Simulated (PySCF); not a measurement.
PySCF input file for C7H8, SMILES C1C2C3C2C2C1C32, PBE-D3(BJ)/def2-SVP. The structure is a stationary point at PBE-D3(BJ)/def2-SVP. Other conformers were not sampled.

```python
import numpy as np
from pyscf import gto, scf, dft, df
from pyscf.hessian import thermo

mol = gto.M(
    atom='''
    C    -0.00000004   -0.00000000   -1.54135431
    C    -1.15172610   -0.00000000   -0.55224417
    C    -0.77543130   -0.75944433    0.71113428
    C    -0.77543130    0.75944433    0.71113428
    C     0.77543133    0.75944433    0.71113425
    C     0.77543133   -0.75944433    0.71113425
    C     1.15172608    0.00000000   -0.55224422
    H    -0.00000004    0.90239611   -2.18882184
    H    -0.00000004   -0.90239611   -2.18882184
    H    -2.20132959   -0.00000000   -0.88234700
    H    -1.43592557   -1.46157230    1.23754292
    H    -1.43592556    1.46157231    1.23754291
    H     1.43592561    1.46157230    1.23754286
    H     1.43592561   -1.46157231    1.23754286
    H     2.20132955    0.00000000   -0.88234708
    ''',
    basis='def2-SVP',
    charge=0,
    spin=0,
    max_memory=1600,
    verbose=3,
)
mf = dft.RKS(mol, xc='pbe').density_fit(auxbasis='def2-universal-jkfit')
mf.disp = 'd3bj'
mf.grids.level = 3
mf.conv_tol = 1e-11
mf.max_cycle = 100
mf.kernel()

# analytic Hessian; the response equations are solved on a coarser grid
h, args, fine = mf.Hessian(), (mf.mo_energy, mf.mo_coeff, mf.mo_occ), mf.grids
h.max_memory = max(150, 2.5e-5 * df.make_auxmol(mol, mf.with_df.auxbasis).nao * mol.nelec[0] * (mol.nelec[0] + mol.nao))  # MB; small integral blocks
h1ao = h.make_h1(mf.mo_coeff, mf.mo_occ)
mf.grids = dft.Grids(mol).set(level=1).build(with_non0tab=True)
mo1, mo_e1 = h.solve_mo1(*args, h1ao)
mf.grids = fine
hess = h.hess_elec(*args, mo1, mo_e1, h1ao) + h.hess_nuc()
if mf.do_disp():
    hess += h.get_dispersion()
for i in range(mol.natm):  # the analytic DFT Hessian lacks the response of the grid: restore translational invariance
    hess[i, i] -= hess[i].sum(axis=0)
hess = (hess + hess.transpose(1, 0, 3, 2)) / 2
vib = thermo.harmonic_analysis(mol, hess, imaginary_freq=False)
thermo.dump_normal_mode(mol, vib)
th = thermo.thermo(mf, vib['freq_au'][vib['freq_au'] > 0], 298.15, 101325)
thermo.dump_thermo(mol, th)
g0 = mf.nuc_grad_method().set(verbose=0).kernel()

# dipole derivatives [dipole axis, atom, xyz] from the same response
r, irp = mol.intor('int1e_r'), mol.intor('int1e_irp').reshape(3, 3, mol.nao, mol.nao)
sl, dm0, ok = mol.aoslice_by_atom(), np.array(mf.make_rdm1()), []
dmu = np.einsum('a,xt->xat', mol.atom_charges(), np.eye(3))
for a, (_, _, p0, p1) in enumerate(sl):
    dmu[:, a] += 2 * np.einsum('xtij,ij->xt', irp[:, :, :, p0:p1], dm0.reshape(-1, mol.nao, mol.nao).sum(0)[:, p0:p1])
    for u, c, occ, f in [(mo1, mf.mo_coeff, mf.mo_occ, 4)]:
        dmu[:, a] -= f * np.einsum('tui,xuv,vi->xt', u[a], r, c[:, occ > 0], optimize=True)
L = vib['norm_mode']
ir = 974.8801 * (np.einsum('xat,kat->kx', dmu, L) ** 2).sum(1)       # km/mol
apt = np.einsum('xax->a', dmu) / 3
print('mode   freq/cm-1   IR/(km/mol)')
for k, w in enumerate(vib['freq_wavenumber']):
    print(f'{k + 1:4d} {w:11.2f} {ir[k]:13.3f}')
print('max |gradient| / (hartree/bohr):', abs(g0).max())
print('APT charges:', apt.round(4))
```

It prints:

```
converged SCF energy = -270.920704268272

WARN: DFTD3 does not support analytical Hessian, using finite difference


WARN: Mole.unit (angstrom) is changed to Bohr

Mode                                 0                   1                   2
Irrep
Freq [cm^-1]                      386.5756            521.2718            656.5041
Reduced mass [au]                   1.7944              2.7671              3.0211
Force const [Dyne/A]                0.1580              0.4430              0.7672
Char temp [K]                     556.1962            749.9941            944.5632
Normal mode                   x     y     z       x     y     z       x     y     z
       0   C                 0.00 -0.11  0.00   -0.00  0.00 -0.00    0.06  0.00  0.00
       1   C                 0.00  0.08 -0.00    0.00  0.12 -0.00    0.07 -0.00  0.06
       2   C                -0.01 -0.00 -0.06    0.03 -0.04 -0.07   -0.05 -0.00  0.09
       3   C                 0.01 -0.00  0.06   -0.03 -0.04  0.07   -0.05  0.00  0.09
       4   C                -0.01 -0.00  0.06   -0.03  0.04 -0.07   -0.05 -0.00 -0.09
       5   C                 0.01 -0.00 -0.06    0.03  0.04  0.07   -0.05  0.00 -0.09
       6   C                 0.00  0.08 -0.00   -0.00 -0.12 -0.00    0.07 -0.00 -0.06
       7   H                -0.00 -0.34 -0.32    0.19 -0.00 -0.00    0.01  0.00  0.00
       8   H                 0.00 -0.34  0.32   -0.19 -0.00  0.00    0.01  0.00  0.00
       9   H                 0.00  0.12  0.00    0.00  0.04  0.00    0.08 -0.00  0.01
      10   H                 0.00 -0.04 -0.10    0.02 -0.13 -0.20   -0.03 -0.21 -0.15
      11   H                -0.00 -0.04  0.10   -0.02 -0.13  0.20   -0.03  0.21 -0.15
      12   H                 0.00 -0.04  0.10   -0.02  0.13 -0.20   -0.03 -0.21  0.15
      13   H                -0.00 -0.04 -0.10    0.02  0.13  0.20   -0.03  0.21  0.15
      14   H                 0.00  0.12 -0.00   -0.00 -0.04  0.00    0.08 -0.00 -0.01
[...]
Force const [Dyne/A]                1.1998              1.6851              2.1209
Char temp [K]                    1718.4965           1765.2874           1793.7093
Normal mode                   x     y     z       x     y     z       x     y     z
       0   C                -0.01 -0.00 -0.00    0.00 -0.01 -0.00   -0.18 -0.00 -0.00
       1   C                -0.06  0.00  0.07   -0.00 -0.03  0.00    0.08 -0.00 -0.03
       2   C                 0.04 -0.03  0.01    0.10 -0.01 -0.02   -0.01 -0.02  0.01
       3   C                 0.04  0.03  0.01   -0.10 -0.01  0.02   -0.01  0.02  0.01
       4   C                 0.04 -0.03 -0.01    0.10 -0.01  0.02   -0.01 -0.02 -0.01
       5   C                 0.04  0.03 -0.01   -0.10 -0.01 -0.02   -0.01  0.02 -0.01
       6   C                -0.06  0.00 -0.07   -0.00 -0.03 -0.00    0.08 -0.00  0.03
       7   H                 0.18  0.00  0.00   -0.00 -0.01  0.01    0.41 -0.00 -0.00
       8   H                 0.18 -0.00  0.00   -0.00 -0.01 -0.01    0.41  0.00 -0.00
       9   H                 0.09 -0.00 -0.41    0.00  0.22 -0.00    0.08  0.00 -0.02
      10   H                -0.20  0.08 -0.14   -0.18  0.25 -0.04    0.01 -0.00  0.08
      11   H                -0.20 -0.08 -0.14    0.18  0.25  0.04    0.01  0.00  0.08
      12   H                -0.20  0.08  0.14   -0.18  0.25  0.04    0.01 -0.00 -0.08
      13   H                -0.20 -0.08  0.14    0.18  0.25 -0.04    0.01  0.00 -0.08
      14   H                 0.09 -0.00  0.41    0.00  0.22  0.00    0.08  0.00  0.02
Mode                                27                  28                  29
Irrep
Freq [cm^-1]                     1250.2889           1336.7444           1366.4608
Reduced mass [au]                   2.8829              3.0294              3.4542
Force const [Dyne/A]                2.6552              3.1894              3.8001
Char temp [K]                    1798.8873           1923.2776           1966.0329
Normal mode                   x     y     z       x     y     z       x     y     z
       0   C                 0.00 -0.00 -0.01   -0.00  0.00  0.07   -0.02  0.00  0.00
       1   C                -0.07  0.00 -0.01    0.02 -0.00 -0.14    0.00  0.00  0.11
       2   C                 0.09 -0.05  0.03   -0.00 -0.06  0.03   -0.02  0.08 -0.05
       3   C                 0.09  0.05  0.03   -0.00  0.06  0.03   -0.02 -0.08 -0.05
       4   C                -0.09  0.05  0.03    0.00  0.06  0.03   -0.02  0.08  0.05
       5   C                -0.09 -0.05  0.03    0.00 -0.06  0.03   -0.02 -0.08  0.05
       6   C                 0.07  0.00 -0.01   -0.02 -0.00 -0.14    0.00  0.00 -0.11
       7   H                -0.00 -0.04 -0.08   -0.00  0.03  0.12    0.15  0.00  0.00
       8   H                -0.00  0.04 -0.08   -0.00 -0.03  0.12    0.15  0.00  0.00
       9   H                -0.02  0.00 -0.21   -0.12  0.00  0.30    0.08 -0.00 -0.12
      10   H                -0.16  0.07 -0.12   -0.02 -0.03  0.07    0.18 -0.04  0.01
      11   H                -0.16 -0.07 -0.12   -0.02  0.03  0.07    0.18  0.04  0.01
      12   H                 0.16 -0.07 -0.12    0.02  0.03  0.07    0.18 -0.04 -0.01
      13   H                 0.16  0.07 -0.12    0.02 -0.03  0.07    0.18  0.04 -0.01
      14   H                 0.02 -0.00 -0.21    0.12 -0.00  0.30    0.08 -0.00  0.12
Mode                                30                  31                  32
Irrep
Freq [cm^-1]                     1407.4664           2978.8881           3032.9045
Reduced mass [au]                   1.1350              1.0593              1.1077
Force const [Dyne/A]                1.3248              5.5385              6.0031
Char temp [K]                    2025.0308           4285.9568           4363.6743
Normal mode                   x     y     z       x     y     z       x     y     z
       0   C                -0.00 -0.00  0.10    0.00  0.00  0.07    0.00  0.09 -0.00
       1   C                 0.02  0.00 -0.01   -0.00  0.00 -0.00    0.00  0.00  0.00
       2   C                -0.01 -0.00 -0.00   -0.00 -0.00 -0.00   -0.00 -0.00  0.00
       3   C                -0.01  0.00 -0.00   -0.00  0.00 -0.00    0.00 -0.00 -0.00
       4   C                 0.01  0.00 -0.00    0.00  0.00 -0.00   -0.00 -0.00 -0.00
       5   C                 0.01 -0.00 -0.00    0.00 -0.00 -0.00    0.00 -0.00  0.00
       6   C                -0.02  0.00 -0.01    0.00  0.00 -0.00   -0.00  0.00  0.00
       7   H                 0.00 -0.41 -0.51   -0.00  0.57 -0.38    0.00 -0.54  0.39
       8   H                 0.00  0.41 -0.51   -0.00 -0.57 -0.38   -0.00 -0.54 -0.39
       9   H                 0.01 -0.00  0.05    0.03 -0.00  0.01   -0.00 -0.00 -0.00
      10   H                 0.01 -0.00  0.02    0.00  0.00  0.00   -0.00 -0.00  0.00
      11   H                 0.01  0.00  0.02    0.00 -0.00  0.00    0.00 -0.00 -0.00
      12   H                -0.01  0.00  0.02   -0.00 -0.00  0.00   -0.00 -0.00 -0.00
      13   H                -0.01 -0.00  0.02   -0.00  0.00  0.00    0.00 -0.00  0.00
      14   H                -0.01 -0.00  0.05   -0.03 -0.00  0.01    0.00 -0.00 -0.00
Mode                                33                  34                  35
Irrep
Freq [cm^-1]                     3121.0582           3124.3666           3130.6487
Reduced mass [au]                   1.0909              1.0927              1.0883
Force const [Dyne/A]                6.2610              6.2846              6.2847
Char temp [K]                    4490.5079           4495.2679           4504.3065
Normal mode                   x     y     z       x     y     z       x     y     z
       0   C                -0.00  0.00 -0.00    0.00  0.00 -0.00    0.00  0.00  0.00
       1   C                 0.05 -0.00  0.02   -0.06 -0.00 -0.02    0.00  0.00  0.00
       2   C                -0.01 -0.01  0.01    0.01  0.01 -0.00   -0.02 -0.03  0.02
       3   C                -0.01  0.01  0.01    0.01 -0.01 -0.00    0.02 -0.03 -0.02
       4   C                -0.01 -0.01 -0.01   -0.01 -0.01 -0.00    0.02  0.03  0.02
       5   C                -0.01  0.01 -0.01   -0.01  0.01 -0.00   -0.02  0.03 -0.02
       6   C                 0.05 -0.00 -0.02    0.06  0.00 -0.02   -0.00 -0.00  0.00
       7   H                 0.00 -0.00  0.00   -0.00 -0.02  0.02    0.00 -0.00  0.00
       8   H                 0.00  0.00  0.00   -0.00  0.02  0.02   -0.00 -0.00 -0.00
       9   H                -0.62 -0.00 -0.19    0.62  0.00  0.19   -0.00 -0.00 -0.00
      10   H                 0.08  0.08 -0.06   -0.07 -0.07  0.05    0.29  0.30 -0.23
      11   H                 0.08 -0.08 -0.06   -0.07  0.07  0.05   -0.29  0.30  0.23
      12   H                 0.08  0.08  0.06    0.07  0.07  0.05   -0.29 -0.30 -0.23
      13   H                 0.08 -0.08  0.06    0.07 -0.07  0.05    0.29 -0.30  0.23
      14   H                -0.62  0.00  0.19   -0.62  0.00  0.19    0.00  0.00 -0.00
Mode                                36                  37                  38
Irrep
Freq [cm^-1]                     3140.8861           3142.6419           3150.9839
Reduced mass [au]                   1.0927              1.0964              1.1051
Force const [Dyne/A]                6.3512              6.3798              6.4644
Char temp [K]                    4519.0358           4521.5620           4533.5643
Normal mode                   x     y     z       x     y     z       x     y     z
       0   C                 0.00 -0.00  0.00    0.00  0.00  0.00    0.00  0.00  0.00
       1   C                -0.00 -0.00 -0.00   -0.02  0.00 -0.01    0.01 -0.00  0.01
       2   C                 0.03  0.03 -0.02   -0.02 -0.03  0.02    0.03  0.03 -0.02
       3   C                -0.03  0.03  0.02   -0.02  0.03  0.02    0.03 -0.03 -0.02
       4   C                 0.03  0.03  0.02   -0.02 -0.03 -0.02   -0.03 -0.03 -0.02
       5   C                -0.03  0.03 -0.02   -0.02  0.03 -0.02   -0.03  0.03 -0.02
       6   C                -0.00 -0.00  0.00   -0.02  0.00  0.01   -0.01  0.00  0.01
       7   H                -0.00  0.00 -0.00   -0.00  0.00 -0.00   -0.00  0.01 -0.01
       8   H                -0.00  0.00  0.00   -0.00 -0.00 -0.00   -0.00 -0.01 -0.01
       9   H                 0.00  0.00  0.00    0.17 -0.00  0.06   -0.15  0.00 -0.05
      10   H                -0.29 -0.30  0.23    0.28  0.29 -0.22   -0.28 -0.29  0.22
      11   H                 0.29 -0.30 -0.23    0.28 -0.29 -0.22   -0.28  0.29  0.22
      12   H                -0.29 -0.30 -0.23    0.28  0.29  0.22    0.28  0.29  0.22
      13   H                 0.29 -0.30  0.23    0.28 -0.29  0.22    0.28 -0.29  0.22
      14   H                 0.00  0.00 -0.00    0.17 -0.00 -0.06    0.15 -0.00 -0.05
temperature 298.1500 [K]
pressure 101325.00 [Pa]
Rotational constants [GHz] 4.37519 4.32686 3.23170
Symmetry number 2
Zero-point energy (ZPE) 0.12484 [Eh]   327763.838 [J/mol]
                           tot       elec      trans        rot        vib
Entropy [J/mol/K]       290.445      0.000    165.159    103.297     21.989
Cv [J/mol/K]             88.043      0.000     12.472     12.472     63.099
Cp [J/mol/K]             96.357      0.000     20.786     12.472     63.099
Internal energy [J/mol]                      3718.434   3718.434 332799.223
Internal energy [Eh]   -270.79112  -270.92070
Enthalpy [J/mol]                             6197.391   3718.434 332799.223
Enthalpy [Eh]          -270.79017
Gibbs free energy [J/mol]                  -43044.845 -27079.571 326243.263
Gibbs free energy [Eh] -270.82315
mode   freq/cm-1   IR/(km/mol)
   1      386.58         0.996
   2      521.27         0.000
   3      656.50         0.038
   4      689.66         0.000
   5      704.53         1.364
   6      722.13         3.103
   7      772.77        37.025
   8      795.48        24.151
   9      827.81         0.000
  10      845.29         1.395
  11      897.75         3.338
  12      900.46         4.478
  13      908.13         7.568
  14      940.22         0.761
  15      965.52         0.105
  16      977.72         0.056
  17      985.51         0.027
  18      993.04         0.000
  19     1013.26         0.491
  20     1021.08         0.000
  21     1033.12         0.042
  22     1083.55         0.785
  23     1138.79         0.000
  24     1166.29         0.000
  25     1194.41         0.005
  26     1226.94        18.080
  27     1246.69         1.019
  28     1250.29         2.216
  29     1336.74         0.217
  30     1366.46         0.081
  31     1407.47         0.941
  32     2978.89        38.678
  33     3032.90        18.706
  34     3121.06         7.769
  35     3124.37         4.651
  36     3130.65         0.000
  37     3140.89        17.080
  38     3142.64        21.455
  39     3150.98         4.863
max |gradient| / (hartree/bohr): 5.2023165006992065e-05
APT charges: [ 0.0672  0.0089 -0.0302 -0.0302 -0.0302 -0.0302  0.0089 -0.0277 -0.0277
  0.0171  0.0143  0.0143  0.0143  0.0143  0.0171]
```

Self-consistency was reached.
